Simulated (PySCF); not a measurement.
Excitation energy of Br by level of theory

Br [Ar] 3d10 4s2 4p5 (2P) → Br [Ar] 3d10 4s2 4p4 5s1 (4P), as a difference of total energies. Calculation: PySCF 2.14, in aug-cc-pwCVTZ-PP with ECP10MDF (8s7p6d4f1g, 96 functions); a scalar-relativistic core potential. Correlated levels: valence: 3s2 3p6 3d10 frozen; valence and next inner shell: nothing frozen outside the core potential. The calculations carry no spin-orbit coupling.

**Question.** Order these methods by the excitation energy they give, lowest first.
A. MN15
B. LC-wPBE
C. SCS-MP2 (valence)
D. UHF

**Answer.** D (7.374 eV), A (7.852 eV), C (7.988 eV), B (8.215 eV).

Errors of the correlated levels include the incompleteness of this basis and the frozen core.

The promoted electron is Rydberg-like, and one or two diffuse shells describe it only roughly, which tends to raise the upper state.

For comparison: 7.845 eV (measured; NIST levels, between the centres of gravity of the two terms).
